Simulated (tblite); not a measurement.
C5H14AsB.
SMILES with atom numbers: `[BH3-:1][AsH2+:2][C@@H:3]([CH3:4])[CH2:5][CH:6]=[CH2:7]` (hydrogens: H8, H9, H10 on B1; H11, H12 on As2; H13 on C3; H14, H15, H16 on C4; H17, H18 on C5; H19 on C6; H20, H21 on C7)
Bond orders are those of one Lewis drawing.

Computed with GFN2-xTB (tblite), gas phase: L-BFGS steps from a force-field or distance-geometry start until the largest atomic force falls under 0.01 eV/Å.

Step 105: E = -582.3520 eV
```
atom  x, y, z in Å  |  force x, y, z in eV/Å
B1     -2.4061   -0.2445    1.3186    0.010   0.035   0.035
As2    -1.3042   -0.8702   -0.2904   -0.015   0.033   0.000
C3      0.1726    0.2535   -1.0040    0.002   0.018  -0.001
C4     -0.4544    1.5119   -1.6107    0.017   0.021   0.020
C5      1.1688    0.6154    0.1044    0.003   0.010   0.009
C6      1.5686   -0.5792    0.9137   -0.020   0.015  -0.001
C7      2.7847   -1.0871    0.9946   -0.021  -0.017  -0.066
H8     -2.6734    0.8779    1.0005   -0.028   0.007   0.001
H9     -1.6775   -0.3015    2.2596    0.000  -0.018   0.012
H10    -3.3567   -0.9595    1.3871    0.063  -0.007  -0.036
H11    -0.7086   -2.2313   -0.4428   -0.016   0.028   0.010
H12    -2.0765   -0.9613   -1.5560    0.010  -0.043  -0.036
H13     0.6961   -0.3135   -1.7806    0.030  -0.006   0.036
H14    -0.7574    1.3423   -2.6460   -0.071  -0.035   0.078
H15    -1.3330    1.8105   -1.0289   -0.001  -0.010  -0.030
H16     0.2404    2.3508   -1.5980    0.086  -0.025  -0.063
H17     0.6835    1.3374    0.7738   -0.006  -0.034   0.006
H18     2.0495    1.0917   -0.3374    0.003   0.004   0.036
H19     0.7489   -1.0130    1.4883    0.011  -0.052   0.006
H20     3.6136   -0.6708    0.4432   -0.016   0.034   0.016
H21     3.0123   -1.9427    1.6102   -0.040   0.041  -0.031
```

Step 106: E = -582.3572 eV
```
atom  x, y, z in Å  |  force x, y, z in eV/Å
B1     -2.4006   -0.2615    1.3134    0.022   0.048   0.057
As2    -1.2986   -0.8690   -0.3000   -0.055   0.018  -0.043
C3      0.1713    0.2562   -1.0167    0.031   0.033  -0.008
C4     -0.4543    1.5228   -1.6036   -0.074   0.081  -0.053
C5      1.1742    0.6161    0.0860    0.002   0.039  -0.002
C6      1.5669   -0.5693    0.9118   -0.032   0.030   0.005
C7      2.7760   -1.0885    1.0162   -0.039  -0.018  -0.058
H8     -2.6714    0.8658    1.0192   -0.052   0.004  -0.038
H9     -1.6699   -0.3206    2.2530   -0.003  -0.054   0.017
H10    -3.3452   -0.9854    1.3711    0.055   0.010  -0.015
H11    -0.6942   -2.2277   -0.4476   -0.029   0.049   0.007
H12    -2.0710   -0.9657   -1.5696    0.034  -0.049   0.016
H13     0.6834   -0.3079   -1.8032    0.049   0.012   0.040
H14    -0.8482    1.3394   -2.6111    0.014   0.008   0.208
H15    -1.2800    1.8575   -0.9602    0.096  -0.016  -0.105
H16     0.2698    2.3409   -1.6635   -0.040  -0.148  -0.058
H17     0.6886    1.3447    0.7499    0.033  -0.038  -0.007
H18     2.0523    1.0886   -0.3662    0.012  -0.019   0.080
H19     0.7435   -0.9850    1.4940   -0.009  -0.057  -0.011
H20     3.6224   -0.7005    0.4736   -0.009   0.070  -0.028
H21     2.9762   -1.9338    1.6528   -0.007  -0.003  -0.005
```

Step 107: E = -582.3604 eV
```
atom  x, y, z in Å  |  force x, y, z in eV/Å
B1     -2.3977   -0.2578    1.3159    0.020   0.031   0.042
As2    -1.2993   -0.8652   -0.2998   -0.051   0.006  -0.060
C3      0.1715    0.2582   -1.0165    0.039   0.009  -0.001
C4     -0.4520    1.5238   -1.6053   -0.036  -0.001  -0.049
C5      1.1721    0.6172    0.0879   -0.006   0.040   0.003
C6      1.5642   -0.5706    0.9095   -0.075   0.048  -0.007
C7      2.7722   -1.0898    1.0109    0.003  -0.013  -0.033
H8     -2.6736    0.8682    1.0239   -0.055   0.006  -0.037
H9     -1.6644   -0.3172    2.2533   -0.001  -0.053   0.016
H10    -3.3374   -0.9885    1.3717    0.042   0.019  -0.002
H11    -0.6920   -2.2236   -0.4399   -0.031   0.050   0.008
H12    -2.0682   -0.9725   -1.5727    0.041  -0.039   0.038
H13     0.6850   -0.3085   -1.7996    0.053   0.013   0.023
H14    -0.8441    1.3412   -2.6088   -0.009  -0.029   0.059
H15    -1.2807    1.8533   -0.9718   -0.001   0.050   0.021
H16     0.2689    2.3403   -1.6640    0.026  -0.069  -0.053
H17     0.6839    1.3418    0.7537    0.032  -0.021  -0.004
H18     2.0506    1.0921   -0.3615    0.006  -0.020   0.084
H19     0.7424   -0.9923    1.4898   -0.020  -0.043  -0.017
H20     3.6211   -0.6982    0.4765    0.005   0.076  -0.053
H21     2.9685   -1.9350    1.6461    0.019  -0.057   0.022
```

Question: Estimate the geometry and energy of step 108. (The exact step hangs on the optimiser's Hessian estimate; all steps are aligned on step 107, rigid shifts and turns removed.)

Answer: E = -582.3631 eV, largest force 0.099 eV/Å
```
atom  x, y, z in Å  |  force x, y, z in eV/Å
B1     -2.3930   -0.2602    1.3161    0.018   0.013   0.025
As2    -1.2991   -0.8617   -0.3048   -0.043   0.027  -0.040
C3      0.1717    0.2603   -1.0218    0.010  -0.011   0.014
C4     -0.4510    1.5286   -1.6037   -0.029  -0.005  -0.005
C5      1.1715    0.6175    0.0822   -0.006   0.041   0.034
C6      1.5598   -0.5677    0.9088   -0.070   0.026  -0.021
C7      2.7655   -1.0911    1.0136    0.013  -0.019   0.021
H8     -2.6756    0.8662    1.0326   -0.060  -0.002  -0.037
H9     -1.6556   -0.3236    2.2501   -0.003  -0.052   0.014
H10    -3.3258   -1.0005    1.3666    0.030   0.036   0.016
H11    -0.6874   -2.2165   -0.4355   -0.021   0.021   0.005
H12    -2.0637   -0.9807   -1.5783    0.029  -0.032   0.029
H13     0.6839   -0.3066   -1.8056    0.049   0.027   0.013
H14    -0.8708    1.3409   -2.5919   -0.020  -0.034  -0.043
H15    -1.2644    1.8704   -0.9561    0.042   0.055   0.033
H16     0.2808    2.3336   -1.6863   -0.009  -0.060  -0.048
H17     0.6830    1.3429    0.7469    0.037  -0.007  -0.006
H18     2.0502    1.0901   -0.3685    0.020  -0.016   0.096
H19     0.7385   -0.9898    1.4902   -0.027  -0.021  -0.034
H20     3.6204   -0.7028    0.4868    0.001   0.068  -0.067
H21     2.9521   -1.9324    1.6576    0.039  -0.054   0.000
```

The energy changes by -0.0027 eV. The first-order estimate −F·Δx gives -0.0040 eV and the mean of the old and new forces, exact on a quadratic surface, -0.0027 eV. The step makes an angle of 78° with the force vector and moves no atom by more than 0.032 Å.

What follows is the cost of the whole relaxation. Hardware: Arm Neoverse N1, one thread, no GPU, shared host with 64 logical CPUs at a one-minute load of 60. Cost: 2.0 s of wall time.
